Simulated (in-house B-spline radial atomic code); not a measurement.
# RPA and G0W0 on r2SCAN: the chromium ion Cr⁺

Configuration [Ar] 3d5, highest spin, mean-field start r2SCAN. Computed with a B-spline radial code for spherical atoms: all electrons, non-relativistic, point nucleus, each spin shell either full or empty, empty states to l = 9 with an (l + 1/2)⁻⁴ tail; G0W0 by contour deformation at full frequency.

Command:
```bash
python run_gw.py task.json out
```
Settings (radii: box in bohr, nucleus in fm):
```
Z                        24
electrons                23
configuration            [Ar] 3d5
hamiltonian              nr
method                   r2scan
lmax                     9
spin_polarised           True
box_radius               23.78
intervals                52
```

Time taken, with all properties: 3.3 s on 1 thread of Arm Neoverse N1, on a shared host.

Energies (hartree):

```csv
term,value
mean-field total,-1044.17639
Hartree-Fock functional on these orbitals,-1043.12818
direct second order,-1.8187
second-order exchange,0.60342
SOSEX correction,0.53742
```

Question: What is the RPA correlation energy, and what remains with SOSEX?

Answer: RPA gives -1.5294 hartree (-1.81 eV per electron); RPA + SOSEX gives -0.99199, and the second-order doubles -1.2153 hartree (no singles). SOSEX takes back 35 % of the RPA value.

Quasi-particle levels (eV):

```csv
level,occupied,mean field,Σx - vxc,Σc,QP weight,G0W0
3d up,yes,-11.070,-7.06,?,?,?
4s up,no,-9.860,4.37,-1.43,0.921,-6.912
```

G0W0 = mean field + (Σx - vxc) + Σc, with Σc (partial-wave tail included) taken at the quasi-particle energy. Only the outer levels were computed. Levels of low weight are left out.

Question: Where does G0W0 put 3d up?

Answer: At -15.968 eV, with Σc = 2.16 eV and a quasi-particle weight of 0.747. The tabulated removal energy is 16.486 eV (NIST, measured); the calculation leaves out relativity, Breit and QED terms, and what these don't explain is the method's own error.
